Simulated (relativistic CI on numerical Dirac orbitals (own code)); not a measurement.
**Ti3+: L-alpha,beta X-ray emission**

Computed with this model: Dirac-Coulomb-Breit CI, orbitals from a KLI potential per configuration, a model potential for QED, valence Slater integrals scaled by 0.9, multiplet model of X-ray emission after core ionisation; configurations [Ar] 3d → [He] 2s2 2p5 3s2 3p6 3d → [Ne] 3s2 3p6; 80 K; Lorentzian 0.42 eV and Gaussian 0.5 eV FWHM. Energies are those of the free ion, without screening or charge transfer. S is read from ⟨S²⟩ = S(S + 1).

Field parameters in Wybourne normalisation: Td as Oh with Dq negative (B⁴₀ = 21Dq, B⁴₄ = √(5/14) B⁴₀). The field is a parameter set, without covalency.

Peaks in eV (height, largest 100): 462.1 (11), 465.2 (51), 467.9 (38), 470.6 (100).

**Question.** Which surroundings give this spectrum?
A. Td, 10Dq = -17950 cm⁻¹
B. Td, 10Dq = -8300 cm⁻¹
C. Td, 10Dq = -1800 cm⁻¹
D. Td, 10Dq = -11500 cm⁻¹

**Answer.** D. Td, 10Dq = -11500 cm⁻¹, where the ground state has S = 0.50.
